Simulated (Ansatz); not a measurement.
Geometry optimisation, UHF/def2-SVP in Ansatz.

The input (input.yaml):

```yaml
crystal:
  periodic: [false, false, false]
  atoms:
    - { symbol: Ge, position_ang: [0.0, 0.0, 0.0] }
    - { symbol: F, position_ang: [0.0, 0.0, 1.93] }
    - { symbol: H, position_ang: [1.4616, 0.0, -0.5162] }
    - { symbol: H, position_ang: [-0.73, 1.2648, -0.5162] }
    - { symbol: H, position_ang: [-0.73, -1.2648, -0.5162] }
    - { symbol: H, position_ang: [0.0, 0.0, 3.15] }
magnetization:
  spin_polarized: true
  initial_magnetization: 1
basis:
  gaussian: { orbitals: def2-SVP }
hamiltonian:
  xc: hf
relax:
  f_tol: 0.15
  max_steps: 25
  restrain:
    - { distance: [1, 5], at: 0.92, k: 30.0 }
    - { distance: [0, 1], at: 2.88, k: 30.0 }
```

Launched with:

```bash
$ ansatz run input.yaml --threads 1 --pin off --max-ram 2048MiB --backend cpu --events-out ev --progress --plain --runs-dir out
```

Q: Where does it end, and by what steps?

A: The forces met the threshold. The restraints hold the end off the free minimum. After 6 steps the energy has fallen by 2.050 eV (the restraints' own energy left out); F2 moved furthest, 0.69 Å. Parted: Ge1–F2. Joined: F2–H6.

```tsv
step	energy less start (eV)	largest force component (eV/Å)	accepted
0	0.0000	3.931	yes
1	-0.5011	7.409	yes
2	-1.3834	6.297	yes
3	-1.7825	0.747	yes
4	-2.0049	0.943	yes
5	-2.0492	0.852	yes
6	-2.0504	0.877	yes
```

```xyz
6
Properties=species:S:1:pos:R:3
Ge 0.001 0.000 -0.273
F -0.001 0.000 2.625
H 1.455 0.000 -0.785
H -0.727 1.259 -0.784
H -0.727 -1.259 -0.784
H 0.000 0.000 3.533
```

The run took 9.8 s on 1 thread of Arm Neoverse V1 (shared host), peak memory 0.13 GiB.
